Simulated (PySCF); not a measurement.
# ReCl₃⁺: breathing scan

Method: PySCF, UPBE0, basis Re def2-SVP with ECP60, Cl def2-SVP (scalar-relativistic core potentials, no spin–orbit coupling, density fitting).

Rigid scan from the quartet minimum (Re–Cl 2.180 Å (×3); Cl–Re–Cl 120.0° (×3)). Coordinate: all bonds to the central atom scaled together. Energies in kJ/mol from the minimum.

(1) Predict the curve at 0.88, 0.92, 0.96, 1.00, 1.04, 1.08, 1.14, 1.22, 1.35.

## Answers

(1) 
| scale of all bonds to the centre | E (kJ/mol) | ⟨S²⟩ |
| --- | --- | --- |
| 0.88 | 382.9 | 3.76 |
| 0.92 | 147.5 | 3.76 |
| 0.96 | 32.0 | 3.76 |
| 1.00 | 0.0 | 3.77 |
| 1.04 | 24.7 | 3.78 |
| 1.08 | 86.7 | 3.80 |
| 1.14 | 219.3 | 3.87 |
| 1.22 | 419.4 | 4.15 |
| 1.35 | 692.9 | 5.06 |

Spin contamination is strong at 1.22, 1.35, so these points are less reliable.

Open d and f shells are described by one determinant, and the ground state may have another occupation or spin. With an element this heavy the missing spin–orbit coupling can shift these numbers.

Other isomers or separated fragments may lie lower.

The scan took 67 s on 2 threads of a shared Intel Xeon @ 2.50GHz (Skylake/Cascade Lake) host; the process peaked at 0.99 GiB.
